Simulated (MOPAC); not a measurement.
A run for MOPAC: PM6 on CdH3N (SMILES [NH2][CdH]), a point of a bond scan (R = 3.243 Å).

```
PM6 1SCF PRECISE CHARGE=0 THREADS=1
CdH3N

Cd    -0.19315055 1    -0.04077904 1    -0.22746535 1
H     -1.20927786 1    -0.23635281 1    -1.52039316 1
N      1.16167798 1     0.26842501 1     1.25041043 1
H      2.24132073 1    -2.43224481 1     2.68467353 1
H      0.84969212 1     0.89030603 1     1.98723929 1
```

Output:

```
*******************************************************************************
 **                                                                           **
 **                              MOPAC v23.2.5                                **
 **                                                                           **
 *******************************************************************************
 ** MOPAC's Digital Object Identifier: https://doi.org/10.5281/zenodo.6511958 **
 **                                                                           **
 ** Please cite the open-source release paper for use of this MOPAC version:  **
 ** J. E. Moussa and J. J. P. Stewart (2026)                                  **
 ** MOPAC: An open-source semiempirical molecular orbital program             **
 ** J. Open Source Softw., 11(119), 8025, https://doi.org/10.21105/joss.08025 **
 *******************************************************************************

                              PM6 CALCULATION RESULTS

 *******************************************************************************
 *  PM6        - The PM6 Hamiltonian to be used
 *
 *
 *
 *                 CHARGE ON SYSTEM = 0
 *
 *
 *
 *  PRECISE    - TIGHTER CRITERIA TO BE USED
 *  1SCF       - DO 1 SCF AND THEN STOP
 *  THREADS=1  - MULTI-THREADING NOT USED
 *  T=         - A TIME OF 172800.0 SECONDS REQUESTED
 *  DUMP=N     - RESTART FILE WRITTEN EVERY 7200.0 SECONDS REQUESTED
 *******************************************************************************
PM6 1SCF PRECISE CHARGE=0 THREADS=1
 CdH3N

   ATOM   CHEMICAL          X               Y               Z
  NUMBER   SYMBOL      (ANGSTROMS)     (ANGSTROMS)     (ANGSTROMS)

     1      Cd         -0.19315055  *  -0.04077904  *  -0.22746535  *
     2       H         -1.20927786  *  -0.23635281  *  -1.52039316  *
     3       N          1.16167798  *   0.26842501  *   1.25041043  *
     4       H          2.24132073  *  -2.43224481  *   2.68467353  *
     5       H          0.84969212  *   0.89030603  *   1.98723929  *



          CARTESIAN COORDINATES

    NO.       ATOM           X           Y           Z

     1        Cd         -0.1932     -0.0408     -0.2275
     2         H         -1.2093     -0.2364     -1.5204
     3         N          1.1617      0.2684      1.2504
     4         H          2.2413     -2.4322      2.6847
     5         H          0.8497      0.8903      1.9872

 General Reference for PM6:
 "Optimization of Parameters for Semiempirical Methods V: Modification of NDDO Approximations
 and Application to 70 Elements", J. J. P. Stewart, J. Mol. Mod., 13, 1173-1213 (2007)
 URL: https://link.springer.com/article/10.1007/s00894-007-0233-4

           Empirical Formula: H3 N Cd  =     5 atoms



      MOLECULAR POINT GROUP   :   C1


      RHF CALCULATION, NO. OF DOUBLY OCCUPIED LEVELS = 5



 ALL CONVERGERS ARE NOW FORCED ON
 SHIFT=10, PULAY ON, CAMP-KING ON
 AND ITERATION COUNTER RESET



 -------------------------------------------------------------------------------
 PM6 1SCF PRECISE CHARGE=0 THREADS=1
 CdH3N



     1SCF WAS SPECIFIED, SO BFGS WAS NOT USED
     SCF FIELD WAS ACHIEVED


                              PM6 CALCULATION
                                                       MOPAC v23.2.5 Linux




          FINAL HEAT OF FORMATION =        263.45058 KCAL/MOL =    1102.27721 KJ/MOL


          COSMO AREA              =         92.90 SQUARE ANGSTROMS
          COSMO VOLUME            =         64.19 CUBIC ANGSTROMS

          IONIZATION POTENTIAL    =          6.081345 EV
          HOMO LUMO ENERGIES (EV) =         -6.081 -1.701
          NO. OF FILLED LEVELS    =          5
          MOLECULAR WEIGHT        =        129.4404         POINT GROUP:  C1

          MOLECULAR DIMENSIONS (Angstroms)

            Atom       Atom       Distance
            H     4    H     2     5.86610
            H     5    H     4     2.62622
            N     3    H     2     0.51504


          SCF CALCULATIONS        =          1





   ATOM   CHEMICAL          X               Y               Z
  NUMBER   SYMBOL      (ANGSTROMS)     (ANGSTROMS)     (ANGSTROMS)

     1      Cd         -0.19315055  *  -0.04077904  *  -0.22746535  *
     2       H         -1.20927786  *  -0.23635281  *  -1.52039316  *
     3       N          1.16167798  *   0.26842501  *   1.25041043  *
     4       H          2.24132073  *  -2.43224481  *   2.68467353  *
     5       H          0.84969212  *   0.89030603  *   1.98723929  *

                             CARTESIAN COORDINATES

   1   Cd       -0.193150550    -0.040779040    -0.227465350
   2    H       -1.209277860    -0.236352810    -1.520393160
   3    N        1.161677980     0.268425010     1.250410430
   4    H        2.241320730    -2.432244810     2.684673530
   5    H        0.849692120     0.890306030     1.987239290


           Empirical Formula: H3 N Cd  =     5 atoms



      MOLECULAR POINT GROUP   :   C1


                  EIGENVALUES
 -25.08452 -12.31223 -11.35100  -7.82517  -6.08134  -1.70050   2.67949   2.77947
   3.08959   6.88911   8.21075


              NET ATOMIC CHARGES AND DIPOLE CONTRIBUTIONS

  ATOM NO.   TYPE          CHARGE      No. of ELECS.   s-Pop       p-Pop
    1         Cd           0.511258        1.4887     1.03320     0.45554
    2          H           0.005048        0.9950     0.99495
    3          N          -0.800460        5.8005     1.76635     4.03411
    4          H           0.105343        0.8947     0.89466
    5          H           0.178812        0.8212     0.82119
 DIPOLE           X         Y         Z       TOTAL
 POINT-CHG.    -3.106    -1.604    -2.338     4.206
 HYBRID         0.138     0.500     1.295     1.395
 SUM           -2.968    -1.104    -1.043     3.334


          ATOMIC ORBITAL ELECTRON POPULATIONS

     Atom    s        px        py        pz
    1 Cd   1.03320   0.16177   0.04475   0.24903
    2  H   0.99495
    3  N   1.76635   1.65951   1.11379   1.26081
    4  H   0.89466
    5  H   0.82119

 **********************
 *                    *
 * JOB ENDED NORMALLY *
 *                    *
 **********************




 == MOPAC DONE ==
```

The run finished.

Cost: roughly 0.08 core-seconds.
